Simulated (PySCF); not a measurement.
PySCF job for C3H14Si3, SMILES C[SiH2]CC[SiH2][SiH3], TDA-PBE0/def2-SVPD. The structure is a stationary point at B3LYP-D3(BJ)/def2-SVP. The structure was generated by enumeration, and PubChem lists no compound with its InChIKey, so it may never have been made. One conformer was computed; it need not be the lowest.

```python
import numpy as np
from pyscf import gto, scf, dft, tdscf

mol = gto.M(
    atom='''
    C    -3.38403058   -1.75611382   -0.63911411
    Si   -2.59718946   -0.23178086    0.14443565
    C    -0.76860595   -0.07805352   -0.32615353
    C    -0.06590823    1.14752781    0.29022399
    Si    1.75899277    1.31741015   -0.20757071
    Si    2.96125199   -0.61076153    0.40436221
    H    -4.44732892   -1.84086864   -0.36345033
    H    -3.32169988   -1.70933388   -1.73845508
    H    -2.87389709   -2.67532161   -0.30830180
    H    -3.31707911    1.00256153   -0.29920780
    H    -2.70658497   -0.30711378    1.63477246
    H    -0.26019206   -1.01084363   -0.02120591
    H    -0.69754619   -0.05019343   -1.42870974
    H    -0.11586980    1.10750051    1.39273153
    H    -0.58514293    2.07827684    0.00026319
    H     1.86386857    1.50276097   -1.68857239
    H     2.37493357    2.51088953    0.45127726
    H     2.77208756   -0.89085692    1.86086458
    H     4.42191337   -0.44408580    0.14104936
    H     2.48103253   -1.80168292   -0.35997338
    ''',
    basis='def2-SVPD',
    charge=0,
    spin=0,
    max_memory=1600,
    verbose=4,
)
mf = dft.RKS(mol, xc='pbe0').density_fit(auxbasis='def2-universal-jkfit')
mf.grids.level = 3
mf.conv_tol = 1e-9
mf.max_cycle = 100
mf.kernel()
mf.grids = dft.Grids(mol).set(level=1).build(with_non0tab=True)  # coarser grid for the response kernel
td = tdscf.TDA(mf)
td.singlet = True
td.nstates = 6
td.conv_tol = 1e-4
td.positive_eig_threshold = 1e-6
td.kernel(x0=td.get_init_guess(mf, 11))
td.analyze()
tt = tdscf.TDA(mf)
tt.singlet = False
tt.nstates = 2
tt.conv_tol = 1e-4
tt.positive_eig_threshold = 1e-6
tt.kernel(x0=tt.get_init_guess(mf, 7))
tt.analyze(verbose=3)
```

Output:

```
PySCF version 2.14.0

[INPUT] verbose = 4
[INPUT] num. atoms = 20
[INPUT] num. electrons = 74
[INPUT] charge = 0
[INPUT] spin (= nelec alpha-beta = 2S) = 0
[INPUT] symmetry False subgroup None
[INPUT] Mole.unit = angstrom
[INPUT] Symbol           X                Y                Z      unit          X                Y                Z       unit  Magmom
[INPUT]  1 C     -3.384030580000  -1.756113820000  -0.639114110000 AA   -6.394890993353  -3.318574163364  -1.207750630245 Bohr   0.0
[INPUT]  2 Si    -2.597189460000  -0.231780860000   0.144435650000 AA   -4.907976773007  -0.438002346316   0.272943821124 Bohr   0.0
[INPUT]  3 C     -0.768605950000  -0.078053520000  -0.326153530000 AA   -1.452454743211  -0.147499775858  -0.616340846260 Bohr   0.0
[INPUT]  4 C     -0.065908230000   1.147527810000   0.290223990000 AA   -0.124548504055   2.168513281222   0.548443855879 Bohr   0.0
[INPUT]  5 Si     1.758992770000   1.317410150000  -0.207570710000 AA    3.324014590390   2.489544377222  -0.392251793382 Bohr   0.0
[INPUT]  6 Si     2.961251990000  -0.610761530000   0.404362210000 AA    5.595955246923  -1.154172019120   0.764133832024 Bohr   0.0
[INPUT]  7 H     -4.447328920000  -1.840868640000  -0.363450330000 AA   -8.404233644658  -3.478737560901  -0.686821583583 Bohr   0.0
[INPUT]  8 H     -3.321699880000  -1.709333880000  -1.738455080000 AA   -6.277103041201  -3.230172888640  -3.285203981059 Bohr   0.0
[INPUT]  9 H     -2.873897090000  -2.675321610000  -0.308301800000 AA   -5.430878410285  -5.055625138030  -0.582605965710 Bohr   0.0
[INPUT] 10 H     -3.317079110000   1.002561530000  -0.299207800000 AA   -6.268371051416   1.894566714725  -0.565420796334 Bohr   0.0
[INPUT] 11 H     -2.706584970000  -0.307113780000   1.634772460000 AA   -5.114704326164  -0.580360933280   3.089272225381 Bohr   0.0
[INPUT] 12 H     -0.260192060000  -1.010843630000  -0.021205910000 AA   -0.491691733186  -1.910217615461  -0.040073362122 Bohr   0.0
[INPUT] 13 H     -0.697546190000  -0.050193430000  -1.428709740000 AA   -1.318171258334  -0.094851835953  -2.699870120099 Bohr   0.0
[INPUT] 14 H     -0.115869800000   1.107500510000   1.392731530000 AA   -0.218962188108   2.092872646716   2.631881156746 Bohr   0.0
[INPUT] 15 H     -0.585142930000   2.078276840000   0.000263190000 AA   -1.105759881426   3.927374038627   0.000497357019 Bohr   0.0
[INPUT] 16 H      1.863868570000   1.502760970000  -1.688572390000 AA    3.522201129485   2.839806663986  -3.190939358602 Bohr   0.0
[INPUT] 17 H      2.374933570000   2.510889530000   0.451277260000 AA    4.487974011336   4.744893540738   0.852790427644 Bohr   0.0
[INPUT] 18 H      2.772087560000  -0.890856920000   1.860864580000 AA    5.238486281714  -1.683475594974   3.516524411104 Bohr   0.0
[INPUT] 19 H      4.421913370000  -0.444085800000   0.141049360000 AA    8.356205215853  -0.839200537808   0.266544660445 Bohr   0.0
[INPUT] 20 H      2.481032530000  -1.801682920000  -0.359973380000 AA    4.688471987837  -3.404687282107  -0.680251100334 Bohr   0.0

nuclear repulsion = 414.311330789567
number of shells = 110
number of NR pGTOs = 356
number of NR cGTOs = 244
basis = def2-SVPD
ecp = {}


[settings echo left out]
init E= -990.132646750047
  HOMO = -0.30463723110268  LUMO = -0.0432714458922878  gap/eV = 7.11213
cycle= 1 E= -990.312084482377  delta_E= -0.179  |g|= 0.392  |ddm|= 5.05
  HOMO = -0.240818558329416  LUMO = 0.00992528781237345  gap/eV = 6.82309
cycle= 2 E= -990.298531402963  delta_E= 0.0136  |g|= 0.448  |ddm|=  1.1
  HOMO = -0.287369412175367  LUMO = 0.00171638061068213  gap/eV = 7.86643
cycle= 3 E= -990.353593159498  delta_E= -0.0551  |g|= 0.038  |ddm|= 0.574
  HOMO = -0.283449388478927  LUMO = 0.0027651099984114  gap/eV = 7.78829
cycle= 4 E= -990.353921201254  delta_E= -0.000328  |g|= 0.0215  |ddm|= 0.0946
  HOMO = -0.285351828566683  LUMO = 0.00192100813324014  gap/eV = 7.81709
cycle= 5 E= -990.354053835377  delta_E= -0.000133  |g|= 0.00344  |ddm|= 0.0315
  HOMO = -0.285341329107356  LUMO = 0.00198674878699512  gap/eV = 7.81860
cycle= 6 E= -990.354057209496  delta_E= -3.37e-06  |g|= 0.000746  |ddm|= 0.00736
  HOMO = -0.285272993933391  LUMO = 0.00204943491044451  gap/eV = 7.81844
cycle= 7 E= -990.354057426955  delta_E= -2.17e-07  |g|= 0.000125  |ddm|= 0.00208
  HOMO = -0.285276249503666  LUMO = 0.0020449459135965  gap/eV = 7.81841
cycle= 8 E= -990.354057431904  delta_E= -4.95e-09  |g|= 3.78e-05  |ddm|= 0.000348
  HOMO = -0.285275252219694  LUMO = 0.00204650371753745  gap/eV = 7.81842
cycle= 9 E= -990.354057432326  delta_E= -4.22e-10  |g|= 1.07e-05  |ddm|= 8.37e-05
  HOMO = -0.285275304717746  LUMO = 0.00204612460920295  gap/eV = 7.81841
Extra cycle  E= -990.354057432319  delta_E= 7.5e-12  |g|= 1.25e-05  |ddm|= 3.38e-05
converged SCF energy = -990.354057432319
tot grids = 69384
Overwritten attributes  positive_eig_threshold  of <class 'pyscf.tdscf.rks.TDA'>


******** <class 'pyscf.tdscf.rks.TDA'> for <class 'pyscf.df.df_jk.DFRKS'> ********
nstates = 6 singlet
deg_eia_thresh = 1.000e-03
wfnsym = None
conv_tol = 0.0001
eigh lindep = 1e-12
eigh level_shift = 0
eigh max_cycle = 100


Excitation energies (eV)
[6.75193084 7.05302859 7.09783387 7.23539937 7.36071205 7.48479671]

** Singlet excitation energies and oscillator strengths **
Excited State   1:      6.75193 eV    183.63 nm  f=0.0219
      37 -> 38       -0.69293
Excited State   2:      7.05303 eV    175.79 nm  f=0.0192
      36 -> 38        0.66823
      37 -> 39        0.10904
      37 -> 41        0.10081
Excited State   3:      7.09783 eV    174.68 nm  f=0.0081
      36 -> 38        0.11945
      37 -> 39       -0.53310
      37 -> 40        0.41435
Excited State   4:      7.23540 eV    171.36 nm  f=0.0485
      37 -> 39        0.41563
      37 -> 40        0.51928
      37 -> 41       -0.13485
Excited State   5:      7.36071 eV    168.44 nm  f=0.0518
      36 -> 39       -0.26646
      37 -> 40       -0.15832
      37 -> 41       -0.56429
      37 -> 42        0.22945
Excited State   6:      7.48480 eV    165.65 nm  f=0.0254
      36 -> 38       -0.10796
      36 -> 39       -0.35299
      36 -> 40       -0.10304
      36 -> 41       -0.12179
      36 -> 42        0.17074
      37 -> 41        0.33207
      37 -> 42        0.41729

** Transition electric dipole moments (AU) **
state          X           Y           Z        Dip. S.      Osc.
  1         0.3464      0.0494     -0.1006      0.1326      0.0219
  2        -0.1068     -0.2633      0.1745      0.1111      0.0192
  3        -0.0897     -0.1716     -0.0950      0.0465      0.0081
  4         0.4184      0.2515     -0.1884      0.2738      0.0485
  5         0.3927     -0.3523      0.0958      0.2874      0.0518
  6        -0.3237      0.1626     -0.0856      0.1385      0.0254

** Transition velocity dipole moments (imaginary part, AU) **
state          X           Y           Z        Dip. S.      Osc.
  1         0.0537     -0.0093     -0.0041      0.0030      0.0080
  2        -0.0009     -0.0378      0.0030      0.0014      0.0037
  3        -0.0071     -0.0154      0.0024      0.0003      0.0008
  4         0.0945      0.0593     -0.0163      0.0127      0.0319
  5         0.1185     -0.0619      0.0206      0.0183      0.0451
  6        -0.0660      0.0266     -0.0133      0.0052      0.0127

** Transition magnetic dipole moments (imaginary part, AU) **
state          X           Y           Z
  1         0.0970     -0.3933      0.6952
  2         0.1171      0.0821      0.6249
  3         0.0981     -0.0660      0.0008
  4         0.0647      0.0393     -0.0383
  5         0.0086     -0.0554      0.7186
  6        -0.1173     -0.0651     -0.6118


******** <class 'pyscf.tdscf.rks.TDA'> for <class 'pyscf.df.df_jk.DFRKS'> ********
nstates = 2 triplet
deg_eia_thresh = 1.000e-03
wfnsym = None
conv_tol = 0.0001
eigh lindep = 1e-12
eigh level_shift = 0
eigh max_cycle = 100


Excitation energies (eV)
[6.05323056 6.29476665]

** Triplet excitation energies and oscillator strengths **
Excited State   1:      6.05323 eV    204.82 nm  f=0.0000
Excited State   2:      6.29477 eV    196.96 nm  f=0.0000
```

Self-consistency was reached.

Cost: very roughly 8 core-minutes.
